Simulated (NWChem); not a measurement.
Species: C3HF3; SMILES C#CC(F)(F)F

All runs: NWChem. Coordinates come from a PBE0/def2-SVP optimisation. B3LYP is NWChem's, with the RPA form of VWN correlation. Static field.

```csv
level,isotropic polarisability (bohr³),anisotropy (bohr³)
PBE/Sadlej pVTZ,?,?
B3LYP/Sadlej pVTZ,38.3,20.2
Hartree-Fock/Sadlej pVTZ,35.3,18.3
```

Q: What belongs in the gaps?

A: 
- PBE/Sadlej pVTZ, isotropic polarisability (bohr³): 39.7
- PBE/Sadlej pVTZ, anisotropy (bohr³): 21.2
